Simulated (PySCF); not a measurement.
B(F)(GeH3)(OH) (BFGeH4O), SMILES [B]([GeH3])(F)O.

Geometry optimised at PBE-D3(BJ)/def2-SVP. The structure was generated by enumeration, and PubChem lists no compound with its InChIKey, so it may never have been made. The values are those of a single conformer.

Calculation: PBE-D3(BJ)/def2-SVP (PySCF).

Frequencies are harmonic and unscaled.

Problem. Estimate the vibrational spectrum. (The exact figures need the calculation; the answer reports its results.)

Solution. 
```tsv
mode	ν (cm⁻¹)	IR (km/mol)	moving atoms (share of kinetic energy)
1	32	0.1	H 89 %
2	184	0.3	F 38 %, O 29 %, H 15 %, B 13 %
3	292	13.2	Ge 33 %, O 32 %, F 28 %
4	321	0.2	H 65 %, B 29 %
5	496	32.0	H 82 %
6	553	41.8	F 28 %, O 24 %, B 23 %, H 21 %
7	561	75.4	H 69 %, B 26 %
8	642	82.2	H 55 %, B 29 %, O 12 %
9	782	124.1	H 97 %
10	857	17.8	H 99 %
11	860	26.5	H 98 %
12	965	88.4	H 58 %, O 23 %, F 15 %
13	1228	183.9	B 63 %, H 17 %, F 14 %
14	1385	227.7	B 70 %, O 23 %
15	2072	58.4	H 99 %
16	2077	110.5	H 98 %
17	2094	111.7	H 99 %
18	3662	36.6	H 94 %
```
